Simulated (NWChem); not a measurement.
System: Si$_{2}$NH$_{6}$Cl; SMILES N[SiH2][SiH2]Cl

Parts of the log:

```
             Northwest Computational Chemistry Package (NWChem) 7.3.0
             --------------------------------------------------------

                             Geometry "geometry" -> ""
                             -------------------------

 Output coordinates in angstroms (scale by  1.889725989 to convert to a.u.)

  No.       Tag          Charge          X              Y              Z
 ---- ---------------- ---------- -------------- -------------- --------------
    1 Si                  14.0000    -0.91714900     0.67407400     0.23957300
    2 Cl                  17.0000     0.64590600     1.98041800    -0.28724400
    3 Si                  14.0000    -0.30433300    -1.53893100    -0.32137000
    4 N                    7.0000     1.17529800    -2.13170500     0.37745100
    5 H                    1.0000    -1.14023600     0.85712100     1.70063600
    6 H                    1.0000    -2.13796700     1.14738600    -0.47030900
    7 H                    1.0000    -1.41079900    -2.42985500     0.12949600
    8 H                    1.0000    -0.16974300    -1.60712600    -1.80102900
    9 H                    1.0000     1.20722000    -2.29915000     1.37707800
   10 H                    1.0000     2.04884100    -1.71962500     0.06756300

 Effective nuclear repulsion energy (a.u.)     265.8968663061

                              NWChem Property Module
                              ----------------------

                                 NWChem DFT Module
                                 -----------------

 Summary of "ao basis" -> "ao basis" (spherical)
 ------------------------------------------------------------------------------
       Tag                 Description            Shells   Functions and Types
 ---------------- ------------------------------  ------  ---------------------
 Si                         def2-svp                 8       18   4s3p1d
 Cl                         def2-svp                 8       18   4s3p1d
 N                          def2-svp                 6       14   3s2p1d
 H                          def2-svp                 3        5   2s1p

            General Information
            -------------------
          SCF calculation type: DFT
          Wavefunction type:  closed shell.
          No. of atoms     :    10
          No. of electrons :    58
           Alpha electrons :    29
            Beta electrons :    29
          Charge           :     0
          Spin multiplicity:     1
          Use of symmetry is: off; symmetry adaption is: off
          Maximum number of iterations: 150
          AO basis - number of functions:    98
                     number of shells:    48
          Convergence on energy requested:  1.00D-06
          Convergence on density requested:  1.00D-05
          Convergence on gradient requested:  5.00D-04

              XC Information
              --------------
                         B3LYP Method XC Potential
                     Hartree-Fock (Exact) Exchange  0.200
                        Slater Exchange Functional  0.800 local
                    Becke 1988 Exchange Functional  0.720 non-local
              Lee-Yang-Parr Correlation Functional  0.810
                  VWN I RPA Correlation Functional  0.190 local

             Grid Information
             ----------------
          Grid used for XC integration:  medium
          Radial quadrature: Mura-Knowles
          Angular quadrature: Lebedev.
          Tag              B.-S. Rad. Rad. Pts. Rad. Cut. Ang. Pts.
          ---              ---------- --------- --------- ---------
          Si                  1.10       88          10.0       590
          Cl                  1.00       88          12.0       590
          N                   0.65       49          12.0       434
          H                   0.35       45          12.0       434
          Grid pruning is: on
          Number of quadrature shells:   583
          Spatial weights used:  Erf1

      Superposition of Atomic Density Guess
      -------------------------------------

 Sum of atomic energies:       -1094.04046351

      Non-variational initial energy
      ------------------------------

 Total energy =   -1095.376383
 1-e energy   =   -2042.298791
 2-e energy   =     681.025541
 HOMO         =      -0.274309
 LUMO         =       0.024618

   convergence    iter        energy       DeltaE   RMS-Dens  Diis-err
 ---------------- ----- ----------------- --------- --------- ---------
 d= 0,ls=0.0,diis     1  -1097.2298848995 -1.36D+03  1.15D-02  4.99D-01
 d= 0,ls=0.0,diis     2  -1097.2178541531  1.20D-02  7.28D-03  5.34D-01
 d= 0,ls=0.0,diis     3  -1097.2852382027 -6.74D-02  1.55D-03  4.87D-02
 d= 0,ls=0.0,diis     4  -1097.2905204310 -5.28D-03  5.52D-04  2.97D-03
 d= 0,ls=0.0,diis     5  -1097.2909479426 -4.28D-04  1.08D-04  1.05D-04
  Resetting Diis
 d= 0,ls=0.0,diis     6  -1097.2909608994 -1.30D-05  2.71D-05  4.76D-06
 d= 0,ls=0.0,diis     7  -1097.2909615080 -6.09D-07  9.43D-06  2.14D-07

         Total DFT energy =    -1097.290961507975
      One electron energy =    -2045.575155951432
           Coulomb energy =      761.728516036609
    Exchange-Corr. energy =      -79.341187899250
 Nuclear repulsion energy =      265.896866306099

 Numeric. integr. density =       57.999975444226

                       DFT Final Molecular Orbital Analysis
                       ------------------------------------

 Vector   27  Occ=2.000000D+00  E=-3.045535D-01
              MO Center=  3.0D-01,  1.2D+00, -1.6D-01, r^2= 4.2D+00
   Bfn.  Coefficient  Atom+Function         Bfn.  Coefficient  Atom+Function
  ----- ------------  ---------------      ----- ------------  ---------------
    29      0.343738   2 Cl px               30     -0.309455   2 Cl py
    31      0.310503   2 Cl pz               26      0.254399   2 Cl px
    28      0.225106   2 Cl pz               27     -0.221451   2 Cl py
    74      0.175576   6 H  s                59      0.173903   4 N  py
    23      0.147876   2 Cl px               75      0.147463   6 H  s

 Vector   28  Occ=2.000000D+00  E=-3.031035D-01
              MO Center=  3.6D-01,  7.9D-01,  5.9D-02, r^2= 4.9D+00
   Bfn.  Coefficient  Atom+Function         Bfn.  Coefficient  Atom+Function
  ----- ------------  ---------------      ----- ------------  ---------------
    31      0.446324   2 Cl pz               28      0.328620   2 Cl pz
    30      0.253217   2 Cl py               59     -0.216899   4 N  py
    25      0.191050   2 Cl pz               69     -0.191079   5 H  s
    62      0.180392   4 N  py               27      0.178701   2 Cl py
    70     -0.172958   5 H  s                45      0.115426   3 Si py

 Vector   29  Occ=2.000000D+00  E=-2.487934D-01
              MO Center=  3.1D-01, -1.1D+00,  1.2D-01, r^2= 4.4D+00
   Bfn.  Coefficient  Atom+Function         Bfn.  Coefficient  Atom+Function
  ----- ------------  ---------------      ----- ------------  ---------------
    59      0.404520   4 N  py               62     -0.350001   4 N  py
     9     -0.205436   1 Si py               30      0.194754   2 Cl py
     3      0.181843   1 Si s                12     -0.174355   1 Si py
    45      0.154220   3 Si py               60      0.149879   4 N  pz
    80     -0.131573   7 H  s                27      0.130655   2 Cl py

 Vector   30  Occ=0.000000D+00  E=-1.648828D-02
              MO Center= -4.8D-01, -1.7D-01,  8.2D-02, r^2= 4.7D+00
   Bfn.  Coefficient  Atom+Function         Bfn.  Coefficient  Atom+Function
  ----- ------------  ---------------      ----- ------------  ---------------
    11      0.674169   1 Si px               57     -0.558224   4 N  s
    47      0.510129   3 Si px               22     -0.359358   2 Cl s
    12      0.333620   1 Si py               30      0.304728   2 Cl py
    80      0.299043   7 H  s                75      0.285034   6 H  s
    29      0.260969   2 Cl px               90      0.209205   9 H  s

 Vector   31  Occ=0.000000D+00  E= 3.702213D-03
              MO Center= -4.8D-01, -4.9D-01,  7.0D-02, r^2= 5.0D+00
   Bfn.  Coefficient  Atom+Function         Bfn.  Coefficient  Atom+Function
  ----- ------------  ---------------      ----- ------------  ---------------
    57     -0.651715   4 N  s                49      0.640108   3 Si pz
    13      0.616796   1 Si pz               85      0.550200   8 H  s
    70     -0.497398   5 H  s                75      0.380004   6 H  s
    12     -0.375829   1 Si py               95      0.269111  10 H  s
    48     -0.258575   3 Si py               47      0.248474   3 Si px

 Vector   32  Occ=0.000000D+00  E= 4.701045D-02
              MO Center= -3.6D-01, -3.2D-01,  5.5D-02, r^2= 5.4D+00
   Bfn.  Coefficient  Atom+Function         Bfn.  Coefficient  Atom+Function
  ----- ------------  ---------------      ----- ------------  ---------------
     4      1.028419   1 Si s                40     -1.023376   3 Si s
    48     -0.931701   3 Si py                3      0.726331   1 Si s
    12     -0.674987   1 Si py               70     -0.567394   5 H  s
    85      0.444736   8 H  s                11      0.412781   1 Si px
    57      0.414025   4 N  s                39     -0.405035   3 Si s

     Multipole analysis of the density
     ---------------------------------

     L   x y z        total         alpha         beta         nuclear
     -   - - -        -----         -----         ----         -------
     0   0 0 0     -0.000000    -29.000000    -29.000000     58.000000

     1   1 0 0      0.060325     -0.446101     -0.446101      0.952528
     1   0 1 0     -0.479788     -0.793512     -0.793512      1.107236
     1   0 0 1      0.407697      2.455187      2.455187     -4.502677

     2   2 0 0    -33.555930    -94.234090    -94.234090    154.912250
     2   1 1 0     -1.051828      6.470898      6.470898    -13.993623
     2   1 0 1      0.771305      1.752231      1.752231     -2.733156
     2   0 2 0    -40.021905   -299.952199   -299.952199    559.882493
     2   0 1 1     -1.489307      9.794682      9.794682    -21.078671
     2   0 0 2    -34.609286    -40.381059    -40.381059     46.152831

 *** CALLING NEW AORESP DRIVER FOR CLOSED AND OPEN SHELLS ***
 Entering AOResponse driver routine

--------------------------------------------------------------------------------

          -----------------------------------------------
          Solving response equations for perturbing field
          -----------------------------------------------

 number of frequencies:     1
 frequency in a.u.:  0.7730000E-01
 Perturbing field: electric
 Using El. Dipole Length Gauge

 Setting up CPKS with frequency omega =      0.07730000 a.u.

                            NWChem Dynamic CPHF Module
                            --------------------------

    scftype = RHF
    nclosed =   29
      nopen =    0
  variables =     4002
  num. vecs =        3
  tolerance =   1.0D-04
  max. iter =   50

 SCF residual:    5.8362701333540762E-004

Iterative solution of linear equations
  No. of variables     4002
  No. of equations        3
  Maximum subspace       30
       Convergence  1.0D-04

   iter   nsub   residual    time
   ----  ------  --------  ---------
     1      3    2.32D+00      23.1
     2      6    1.56D+00      30.0
     3      9    3.82D-01      38.4
     4     12    4.43D-02      45.9
     5     15    1.21D-02      54.5
     6     18    1.70D-03      61.0
     7     21    2.88D-04      67.6
     8     24    6.11D-05      74.7

 Electric Dipole Response Matrix (nonzero elements):

              1        2        3
    1   67.6902  -1.0767  -1.4971
    2   -1.0767  79.4628  -0.2757
    3   -1.4972  -0.2758  59.3853

 ------------------------------------------
 average:        68.84612 + I       0.00000

 DFT Linear Response polarizability / au
 Frequency  =       0.0773000 / au
 Wavelength =     589.4353558 / nm
              X              Y              Z
 -----------------------------------------------
 X      67.6902133     -1.0767057     -1.4971318
 Y      -1.0767322     79.4628246     -0.2757345
 Z      -1.4972194     -0.2757577     59.3853314
 -----------------------------------------------
 Eigenvalues =      67.8635455     79.5614602     59.1133636
 Isotropic   =      68.8461231
 Anisotropic =      17.7697995
 -----------------------------------------------

 Magnetic Dipole Response Matrix (nonzero elements):
```

Level: B3LYP/def2-SVP. Geometry: optimised at B3LYP/6-31G* (spherical d).

Problem. Write an input that gives this output.

Solution. One answer among several that fit: the input that was run:
```
start job
memory heap 200 mb stack 900 mb global 1100 mb
geometry units angstroms noautosym nocenter noautoz
  Si    -0.917149     0.674074     0.239573
  Cl     0.645906     1.980418    -0.287244
  Si    -0.304333    -1.538931    -0.321370
  N      1.175298    -2.131705     0.377451
  H     -1.140236     0.857121     1.700636
  H     -2.137967     1.147386    -0.470309
  H     -1.410799    -2.429855     0.129496
  H     -0.169743    -1.607126    -1.801029
  H      1.207220    -2.299150     1.377078
  H      2.048841    -1.719625     0.067563
end
basis spherical
  * library def2-svp
end
dft
  xc b3lyp
  iterations 150
end
property
  response 1 0.0773
end
task dft property
```
